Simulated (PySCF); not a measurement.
Cards and structures have been mixed up. Pair them.

Structures:
1. `C#[C][GaH2-][AsH3+]`
2. `COC(=O)[SiH2][SiH2]N`
3. `CC(C)N[SiH2]NC(C)C`
4. `C1=CSCC1`
5. `C[Si@@H](P)[SiH2]CCl`
6. `C1CC2(C1)CCC2`

Card P (geometry PBE0-D3(BJ)/def2-SVP):
- Rotational constants A, B, C: 2.697, 0.684, 0.578 GHz
- Static isotropic polarisability (CAM-B3LYP/def2-SVPD): 124.6 au
- Isotropic shieldings of nuclei other than C and H, by class (GIAO HF/pcSseg-1): 435 (1 Si), 440 (1 Si), 613 (1 P), 979 (1 Cl) ppm
- 13C chemical shifts (computed TMS as zero) by class (GIAO HF/pcSseg-1): 27.4 (1 C), -4.1 (1 C) ppm
- Lowest singlet excitation (TDDFT CAM-B3LYP/def2-SVPD): 6.18 eV (201 nm, f = 0.070)
- Strongest line among the 10 lowest singlet transitions (TDDFT CAM-B3LYP/def2-SVPD): S6 at 7.11 eV (174 nm, f = 0.161)

Card Q (geometry PBE0-D3(BJ)/def2-SVP):
* Rotational constants A, B, C: 5.462, 2.038, 2.011 GHz
* Static isotropic polarisability (CAM-B3LYP/def2-SVPD): 78.4 au
* Strongest line among the 10 lowest singlet transitions (TDDFT CAM-B3LYP/def2-SVPD): S4 at 8.25 eV (150 nm, f = 0.074)
* HOMO energy (CAM-B3LYP/def2-SVPD): -9.23 eV
* Point group: C2
* 13C chemical shifts (computed TMS as zero) by class (GIAO HF/pcSseg-1): 36.4 (1 C), 32.3 (4 C), 15.8 (2 C) ppm

Card R (geometry PBE0-D3(BJ)/def2-SVP):
- Rotational constants A, B, C: 3.595, 1.488, 1.081 GHz
- Static isotropic polarisability (B3LYP/def2-SVPD): 89.9 au
- Isotropic shieldings of nuclei other than C and H, by class (GIAO HF/pcSseg-2): 1732 (1 Ga), 1837 (1 As) ppm
- Vertical ionisation energy (ΔSCF B3LYP/def2-SVPD): 9.38 eV
- 13C chemical shifts (computed TMS as zero) by class (GIAO HF/pcSseg-2): 111.2 (1 C), 98.7 (1 C) ppm
- Lowest singlet excitation (TDDFT B3LYP/def2-SVPD): 5.25 eV (236 nm, f = 0.000)
- Point group: Cs

Card S (geometry PBE0-D3(BJ)/def2-SVP):
* Rotational constants A, B, C: 3.242, 0.529, 0.500 GHz
* Static isotropic polarisability (CAM-B3LYP/def2-SVPD): 116.9 au
* Core binding energies (ΔSCF SCAN, pcX-2 on the ionised atom, pcseg-1 elsewhere, spin-free X2C, 2p3/2 from a spin–orbit splitting computed afterwards within the 2p shell): Si2p3/2 106.4, C1s 290.4 (×4), C1s 291.3 (×2), N1s 403.8 (×2), Si1s 1846.4 eV
* 13C chemical shifts (computed TMS as zero) by class (GIAO KT2/pcSseg-1): 50.4 (2 C), 28.6 (4 C) ppm
* Dipole moment (CAM-B3LYP/def2-SVPD): 0.87 D
* HOMO energy (CAM-B3LYP/def2-SVPD): -8.00 eV
* Isotropic shieldings of nuclei other than C and H, by class (GIAO KT2/pcSseg-1): 205 (2 N), 418 (1 Si) ppm

Card T (geometry PBE0-D3(BJ)/def2-SVP):
- Rotational constants A, B, C: 6.892, 4.691, 2.944 GHz
- Static isotropic polarisability (CAM-B3LYP/def2-SVPD): 65.3 au
- 13C chemical shifts (computed TMS as zero) by class (GIAO PBE/pcSseg-2): 140.8 (1 C), 126.9 (1 C), 41.7 (1 C), 41.4 (1 C) ppm
- Strongest line among the 10 lowest singlet transitions (TDDFT CAM-B3LYP/def2-SVPD): S2 at 5.39 eV (230 nm, f = 0.120)
- Isotropic shieldings of nuclei other than C and H, by class (GIAO PBE/pcSseg-2): 392 (1 S) ppm

Card U (geometry PBE0-D3(BJ)/def2-SVP):
- Rotational constants A, B, C: 4.174, 0.731, 0.720 GHz
- Static isotropic polarisability (B3LYP/def2-SVPD): 100.3 au
- HOMO energy (B3LYP/def2-SVPD): -7.17 eV
- Lowest triplet excitation (Tamm–Dancoff) (TDA B3LYP/def2-SVPD): 4.37 eV
- Point group: C1

Each SMILES stands for a single optimised conformer of the isolated species, non-relativistic unless stated; the electronic structure was computed with PySCF and density fitting. NMR classes are plain means over equivalent atoms (diastereotopic ones count apart unless rotation or inversion swaps them), as if these changed places fast.

Question: Which card belongs to which structure?

Answer: P = 5, Q = 6, R = 1, S = 3, T = 4, U = 2. What ties each card to its structure:
- 1 (card R), C2H6AsGa, monoisotopic mass 173.9 u, 4 heavy atoms: 2 C in 2 classes; point group Cs; the least shielded carbon (111.2 ppm) is a terminal alkyne carbon; an asymmetric top with C = 1.081 GHz; polarisability 89.9 au for 82 electrons. NMR values of atoms bound to Ga lack the spin–orbit term that these neighbours bring.
- 2 (card U), C2H9NO2Si2, monoisotopic mass 135.0 u, 7 heavy atoms: an asymmetric top with C = 0.720 GHz; polarisability 100.3 au for 72 electrons.
- 3 (card S), C6H18N2Si, monoisotopic mass 146.1 u, 9 heavy atoms: 6 C in 2 classes; core lines of C, N and Si; the least shielded carbon (50.4 ppm) is a carbon bonded to 2 C, N and H; an asymmetric top with C = 0.500 GHz, the lowest such constant on the cards; polarisability 116.9 au for 82 electrons; dipole 0.87 D.
- 4 (card T), C4H6S, monoisotopic mass 86.0 u, 5 heavy atoms: 4 C in 4 classes; the least shielded carbon (140.8 ppm) is an alkene CH carbon; an asymmetric top with C = 2.944 GHz, the highest such constant on the cards; polarisability 65.3 au for 46 electrons.
- 5 (card P), C2H10ClPSi2, monoisotopic mass 156.0 u, 6 heavy atoms: 2 C in 2 classes; the least shielded carbon (27.4 ppm) is an sp3 C–Cl carbon; an asymmetric top with C = 0.578 GHz; polarisability 124.6 au for 82 electrons.
- 6 (card Q), C7H12, monoisotopic mass 96.1 u, 7 heavy atoms: 7 C in 3 classes; the least shielded carbon (36.4 ppm) is an sp3 carbon at a ring junction; an asymmetric top with C = 2.011 GHz; polarisability 78.4 au for 54 electrons.
